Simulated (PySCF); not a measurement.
`C[C@@H]1CO[B@@H-](N)O1`, [C3H9BNO2]-, charge -1

Molfile (atoms numbered from 1):
```
C3H9BNO2
     RDKit          3D

 16 16  0  0  0  0  0  0  0  0999 V2000
   -2.1305    0.3306    0.7057 C   0  0  0  0  0  0  0  0  0  0  0  0
   -0.7155    0.2785    0.1232 C   0  0  2  0  0  0  0  0  0  0  0  0
   -0.2546   -1.1594   -0.2212 C   0  0  0  0  0  0  0  0  0  0  0  0
    1.0970   -1.2185    0.0150 O   0  0  0  0  0  0  0  0  0  0  0  0
    1.5236    0.0923    0.7264 B   0  0  1  0  0  0  0  0  0  0  0  0
    2.3994    0.9462   -0.2105 N   0  0  0  0  0  0  0  0  0  0  0  0
    0.2146    0.7589    1.0215 O   0  0  0  0  0  0  0  0  0  0  0  0
   -2.1568   -0.2265    1.6394 H   0  0  0  0  0  0  0  0  0  0  0  0
   -2.4076    1.3631    0.9105 H   0  0  0  0  0  0  0  0  0  0  0  0
   -2.8454   -0.1020    0.0053 H   0  0  0  0  0  0  0  0  0  0  0  0
   -0.7096    0.8814   -0.8161 H   0  0  0  0  0  0  0  0  0  0  0  0
   -0.7996   -1.8856    0.4217 H   0  0  0  0  0  0  0  0  0  0  0  0
   -0.4883   -1.4149   -1.2747 H   0  0  0  0  0  0  0  0  0  0  0  0
    2.1268   -0.1518    1.7447 H   0  0  0  0  0  0  0  0  0  0  0  0
    1.9084    1.1015   -1.0865 H   0  0  0  0  0  0  0  0  0  0  0  0
    3.2304    0.4151   -0.4483 H   0  0  0  0  0  0  0  0  0  0  0  0
  1  2  1  0
  2  3  1  0
  3  4  1  0
  4  5  1  0
  5  6  1  0
  5  7  1  0
  7  2  1  0
  1  8  1  0
  1  9  1  0
  1 10  1  0
  2 11  1  6
  3 12  1  0
  3 13  1  0
  5 14  1  1
  6 15  1  0
  6 16  1  0
M  CHG  1   5  -1
M  END
```

Method: TDDFT wB97X-D/def2-SVPD circular dichroism and optical rotation, one conformer, gas phase (PySCF). Geometry: GFN2-xTB.

The molecule is flexible and this is one conformer; a measurement averages over conformers. For a gas-phase anion, states above the detachment energy (about 3.3 eV, taken as minus the energy of the highest occupied orbital) lie in the continuum and depend on the basis.

**Question.** Draw the ECD and absorption spectra from the lowest 12 states, each a Gaussian of half-width 0.2 eV at 1/e height.

**Answer.** 
```
E (eV)  λ (nm)  Δε (L mol⁻¹ cm⁻¹)  ε (L mol⁻¹ cm⁻¹)
  4.70     264              +0.02              4.79
  4.85     256              +0.38               116
  5.00     248              +2.95               914
  5.15     241              +7.53              2330
  5.30     234              +6.02              1940
  5.45     227              -2.20               715
  5.60     221             -20.89              1550
  5.75     216             -35.47              4680
  5.90     210             -17.83              5700
  6.05     205              -5.86              2930
  6.20     200              -4.37              1890
  6.35     195              +3.42              2540
  6.50     191              +2.01              2030
  6.65     186              -6.69              1450
  6.80     182             -16.93              1780
  6.95     178             -24.55              2650
  7.10     175             -12.23              3110
```
Δε uses R in velocity form, ε uses f in length form. Only the states computed contribute, so the short-wavelength end is incomplete.
